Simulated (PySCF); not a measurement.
NMR data sheet: 2,5-Dimethylpyrrole

```
Formula                 : C6H9N
SMILES                  : Cc1ccc(C)[nH]1
Degrees of unsaturation : 3
Carbon signals          : 3
Proton signals          : 3
```

Structure with atom numbers: `[CH3:1][c:2]1[cH:3][cH:4][c:5]([CH3:6])[nH:7]1`. Hydrogens are named by the atom that carries them.

Rapidly exchanging positions averaged, one conformer, relativity neglected, in vacuum. Geometry: PBE0-D3(BJ)/def2-TZVP; σ from GIAO-B97-2/pcSseg-2; PySCF 2.14.0 with density-fitted response routines.

Scale: 1H and 13C vs TMS; 15N against NH3 (reference shieldings calculated alike).

```tsv
carbon	δC, type	δH (multiplicity)	HMBC from (2–3 bonds)	span of the C tensor (ppm)
C1/C6	15.3, CH3	2.26 (s)	H(C3)/H(C4)	31
C2/C5	131.3, C	–	H(C3)/H(C4), H(C1)/H(C6)	152
C3/C4	113.0, CH	5.92 (s)	H(C3)/H(C4), H(C1)/H(C6)	153
```

Other nuclei:
```tsv
atoms	nucleus	environment	δ (ppm)	σ (ppm)
H(N7)	1H	hydrogen on a pyrrole-type ring nitrogen	7.27	24.36
N7	15N	pyrrole-type ring nitrogen	173.8	88.0
```

Carbon types of the structure: 2 × C, 2 × CH, 2 × CH3, leaving 1 H on heteroatoms. δC 131.3: substituted aromatic carbon next to a ring nitrogen. δC 113.0: aromatic CH. δC 15.3: methyl carbon on an aromatic ring; saturated and bonded to C and H only. δH 7.27: hydrogen on a pyrrole-type ring nitrogen; exchangeable, gas-phase position. δH 2.26: hydrogen on a methyl carbon on an aromatic ring; benzylic-type position, deshielded by the ring.

Exchangeable OH/NH protons stand at their gas-phase positions; hydrogen bonding in a real sample shifts them, mostly to higher δ. Shifts are as computed. Against solution values, carbons near 30 ppm lie about +3 ppm off and those near 130 ppm about +7 ppm. Of 1211 compounds with measured shifts, 218 miss one by over three times the rms of a fit or turn the order of signals round; such compounds aren't used in these exercises. Experimental scales use liquid or dissolved standards, which lie at an offset from isolated NH3 (liquid NH3: subtract about 20 ppm). Unscaled 15N shifts of sp2 nitrogen come out 20 to 40 ppm too high even then. No couplings were computed; multiplicities are counted from neighbouring protons, with m where these are inequivalent, close in shift, in a saturated or five-membered ring or joined by F or P, and br s for small geminal =CH2 splittings.
